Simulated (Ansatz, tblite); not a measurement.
Forces on the cluster Si7⁻ at its PBE-D4/def2-SVPD geometry. The state is a doublet with charge -1.

The xTB rows come from tblite. At PBE-D4/def2-TZVPD the charge -1 doublet is spin-contaminated (final ⟨S²⟩ up to 0.85, 0.75 for a pure state). Another isomer (doublet) lies 2.65 eV lower at PBE0-D4/def2-TZVPD; other spin states weren't run for this one.

GFN2-xTB (tblite), largest force 1.27 eV/Å:

```xyz
7
positions Å, forces eV/Å
Si    0.103    0.147    0.000    0.429    0.604   -0.004
Si    1.263   -0.703   -1.793    0.904    0.101   -0.880
Si   -0.949    2.795    3.000   -0.096   -1.013   -0.648
Si   -0.540   -2.032   -0.909   -0.402    0.152    0.529
Si   -1.734   -1.174    0.930    0.274   -0.330   -0.524
Si    2.930   -0.006   -3.023   -0.914   -0.411    0.660
Si   -1.072    0.975    1.795   -0.194    0.898    0.867
```

PBE-D4/def2-TZVPD (Ansatz), largest force 0.22 eV/Å:

```
Si -0.126 -0.176 0.003
Si -0.009 0.014 0.014
Si -0.010 -0.070 -0.042
Si 0.033 0.174 0.094
Si 0.152 0.089 -0.094
Si -0.058 -0.030 0.041
Si 0.019 -0.002 -0.017
```
